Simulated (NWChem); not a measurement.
System: BCl2, doublet; SMILES Cl[B]Cl

Input file for NWChem:

```
start job
memory heap 200 mb stack 900 mb global 1100 mb
geometry units angstroms
  Cl    -1.482642    -0.130429     0.018446
  B     -0.010825     0.710705     0.000126
  Cl     1.485864    -0.086294    -0.018483
end
basis spherical
  * library def2-svp
end
dft
  odft
  mult 2
  xc pbe0
  iterations 150
end
driver
  maxiter 120
end
task dft optimize
task dft freq
```

In the optimisation the excess spin sits in a1 (C2v, its own frame).

The level has its own optimisation; frequencies are unscaled.

Problem. Predict the main results of this run. (PBE0/def2-SVP, spin-unrestricted.) Quantities: r B–Cl (Å); highest harmonic frequency (cm⁻¹); lowest (cm⁻¹); zero-point energy (kcal/mol); dipole (D).

Solution. The r B–Cl (Å) comes out as 1.728. The highest harmonic frequency (cm⁻¹) comes out as 1012 and the lowest (cm⁻¹) comes out as 287. The zero-point energy (kcal/mol) comes out as 2.9 and the dipole (D) is 0.41.
